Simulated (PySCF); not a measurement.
C₆ coefficients of unlike pairs at PBE0

Calculated with PySCF 2.14 from the dipole response of each species, C₆(A,B) = (3/π) ∫ α_A(iu) α_B(iu) du, in atomic units, from isotropic polarisabilities. For ions this is the dispersion term alone; charge-induced terms of lower order in 1/R come first.

```csv
species,configuration,basis,relativity,α (bohr³),C₆ (like pair)
O³⁺,[He] 2s2 2p1 (2P),def2-TZVPPD (6s4p3d1f),none,1.360,1.266
Sc,[Ar] 3d1 4s2 (2D),def2-TZVPPD (6s6p4d2f1g),none,130.4,1650
Tl,[Xe] 4f14 5d10 6s2 6p1 (2P),def2-TZVPPD with the def2 core potential (60 electrons) (7s5p4d2f),core potential,77.43,806.4
Si²⁺,[Ne] 3s2 (1S),aug-cc-pVTZ-DK (6s5p3d2f),spin-free X2C,11.76,40.30
```

Estimate C₆ for Tl with Sc.

The integral gives 1122. The combination rule 2 C_A C_B / (C_A α_B/α_A + C_B α_A/α_B) gives 1138 and the geometric mean 1153.

No spin-orbit coupling is included.

The other pairs:

```
     pair     C₆
  Sc, O³⁺  31.86
 Si²⁺, Sc  228.9
Si²⁺, O³⁺  6.469
  Tl, O³⁺  26.83
 Si²⁺, Tl  173.8
```
